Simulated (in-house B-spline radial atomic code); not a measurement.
# How G0W0 and RPA depend on the start: the tantalum ion Ta⁵⁺

Configuration [Xe] 4f14. Computed with an all-electron radial atomic-structure program (B-spline basis): all electrons, scalar-relativistic (spin-free one-electron X2C), finite nucleus, each spin shell either full or empty, empty states to l = 9 with an (l + 1/2)⁻⁴ tail; G0W0 by contour deformation at full frequency.

Without the two-electron picture change, the correlation of inner shells comes somewhat too large for so heavy an element.

```
            start  mean-field 4f (eV)  G0W0 (eV)  QP weight  RPA correlation (Eh)
     Hartree-Fock              -98.10     -94.96      0.957               -5.9075
         LDA VWN5              -82.68     -95.25      0.922               -6.3466
              PBE              -82.27     -95.12      0.921               -6.3413
             PBE0              -86.54     -95.09      0.935               -6.2218
           r2SCAN              -82.57     -94.82      0.927               -6.2692
            HSE06              -86.04          ?          ?                     ?
  B3LYP (VWN-RPA)              -85.67     -95.23      0.931               -6.2466
             SCAN              -82.63     -94.82      0.926               -6.2778
             TPSS              -82.08     -95.25      0.922               -6.3265
        BHandHLYP              -90.61     -95.17      0.944               -6.1113
        CAM-B3LYP              -87.65     -95.51      0.938                -6.208
          LC-wPBE              -87.85     -95.85      0.940               -6.2249
            wB97X              -88.40     -95.38      0.942               -6.1929
           PBEsol              -82.34     -95.19      0.922               -6.3437
             BLYP              -82.04          ?          ?                     ?
          r2SCAN0              -86.80     -94.86      0.938               -6.1726
LDA exchange-only              -80.62     -95.65      0.917               -6.3481
```

(1) What G0W0 level, weight and RPA correlation energy follow from the HSE06 start?

(2) What G0W0 level, weight and RPA correlation energy follow from the BLYP start?

(3) How much of the dependence on the start does G0W0 remove?

Answers

(1) G0W0 level -95.10 eV, weight 0.933, RPA correlation -6.2286 hartree.

(2) G0W0 level -95.26 eV, weight 0.919, RPA correlation -6.3429 hartree.

(3) The mean-field levels span 17.5 eV and the G0W0 levels 1.03 eV. Against 94.01 ± 0.05 eV (NIST, semi-empirical) the G0W0 removal energies are off by +0.81 to +1.84 eV, with spin-orbit coupling, Breit and QED terms left out.
